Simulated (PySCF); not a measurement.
Gas-phase reaction: 3 VOF3 + 2 NF3 + N ⇌ 3 VF5 + 3 NO

Computed with PySCF (xtb for GFN2) and rigid-rotor harmonic-oscillator thermochemistry at 1 bar. † marks an energy on the PBE0/def2-TZVP geometry and frequencies; other levels use their own. MP2 freezes the core. 6-31G* has spherical d functions here. Open shells (unrestricted): N (multiplicity 4), NO (multiplicity 2); the rest are closed-shell singlets. GFN2 has no spin-polarisation term. Spin-orbit splitting is ignored; it lowers the true energy and changes the entropy of NO. B3LYP is the form with VWN-RPA correlation. MP2 isn't extrapolated to the basis-set limit.

```csv
level,"ΔH°(298 K), kJ"
B3LYP/6-31G*,[?]
BLYP/def2-TZVP†,[?]
GFN2-xTB,[?]
HF/def2-TZVP†,-618
MP2/def2-SVP†,[?]
PBE0/def2-QZVP†,-680
LDA/def2-TZVP†,-692
ωB97X-V/def2-TZVP†,-666
```

Fill in the missing entries.


- B3LYP/6-31G*, ΔH°(298 K), kJ: -712
- BLYP/def2-TZVP†, ΔH°(298 K), kJ: -758
- GFN2-xTB, ΔH°(298 K), kJ: -1083
- MP2/def2-SVP†, ΔH°(298 K), kJ: -354
